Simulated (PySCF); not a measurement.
C2H8F2Si2, SMILES [SiH2](C([SiH2]F)C)F.

Geometry optimised at B3LYP-D3(BJ)/def2-SVP. The structure was generated by enumeration, and PubChem lists no compound with its InChIKey, so it may never have been made. One conformer was computed; it need not be the lowest.

Calculation: SMD-PBE0/def2-SVP in PySCF.

Solvation free energies are E(SMD) − E(gas) at the gas-phase geometry, for 1 M in both phases. In vacuum the dipole moment is 2.88 D.

**Question.** Rank water, chloroform, dimethylsulfoxide by solvation free energy, most negative first.

**Answer.** chloroform (-3.8 kcal/mol), dimethylsulfoxide (-2.7 kcal/mol), water (0.4 kcal/mol)
